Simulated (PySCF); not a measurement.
SnOBr, doublet: data card

All numbers come from UPBE0/[Sn def2-TZVP with ECP28, O def2-TZVP, Br def2-TZVP], scalar-relativistic core potentials, density fitting, no spin–orbit coupling, PySCF.

The structure is a minimum.

```xyz
3
charge 0 multiplicity 2, angstrom
Sn   -0.5789    0.0000   -0.7190
O    -1.9999    0.0000    0.6551
Br    1.2906    0.0000    0.9648
```

| Item | Value |
| --- | --- |
| Point group | Cs |
| Bond lengths | Sn–Br 2.516 Å, Sn–O 1.977 Å |
| Bond angles | Br–Sn–O 94.0° |
| Lowest empty level (β) | -4.20 eV |
| Principal polarisabilities | 45.0, 59.1, 84.2 bohr³ |
| Highest occupied level (β) | -7.85 eV |
| Heat capacity Cp at 298.15 K | 53.6 J/(mol K) |
| Principal quadrupole moments (Buckingham, traceless) about the centre of mass | -8.61, 3.48, 5.13 D Å |
| Rotational symmetry number | 1 |
| Entropy at 298.15 K and 1 bar (electronic part: spin only) | 319.7 J/(mol K) |
| Zero-point energy | 5.4 kJ/mol |
| Atomisation energy without zero-point energy | 682 kJ/mol |
| Rotational constants | 0.3153, 0.05196, 0.04461 cm⁻¹ |
| Enthalpy at 298.15 K above 0 K | 13.65 kJ/mol |
| Dipole moment | 3.15 D |
| Spin squared ⟨S²⟩ | 0.759 |

Harmonic modes (masses in u: Sn 119.902, O 15.995, Br 78.918):
| symmetry | ω (cm⁻¹) | IR (km/mol) | μ (u) | type |
| --- | --- | --- | --- | --- |
| a' | 98 | 9.9 | 19.62 | bend |
| a' | 242 | 35.5 | 91.34 | stretch |
| a' | 557 | 18.4 | 17.74 | stretch |

Charges (e):
```csv
atom,Mulliken,Löwdin,polar tensor,spin (Mulliken),Mayer order to Sn1
Sn1,0.75,0.25,0.87,-0.04,–
O2,-0.40,-0.24,-0.37,0.97,1.06
Br3,-0.35,-0.01,-0.50,0.07,1.00
```

Mulliken populations on Sn1 (electrons outside its core potential): s 3.85, p 7.19, d 10.15, f 0.05.

Outer orbital energies (eV). α occupied: -21.23, -13.38, -11.57, -9.97, -9.73, -8.62, -8.59, -7.96; empty: -2.82, -0.95, -0.22, 2.65. β occupied: -24.39, -21.11, -13.14, -9.63, -9.12, -8.75, -8.45, -7.85; empty: -4.20, -2.76, -0.63, -0.08.

Other isomers or separated fragments may lie lower. With an element this heavy the missing spin–orbit coupling can shift these numbers.

The final relaxation and frequency run took 65 s on 4 threads of a shared Arm Neoverse V2 host, with 129 basis functions and 15 gradients; the process peaked at 1.2 GiB. Launch command: `OMP_NUM_THREADS=4 python axn.py task.json out`.
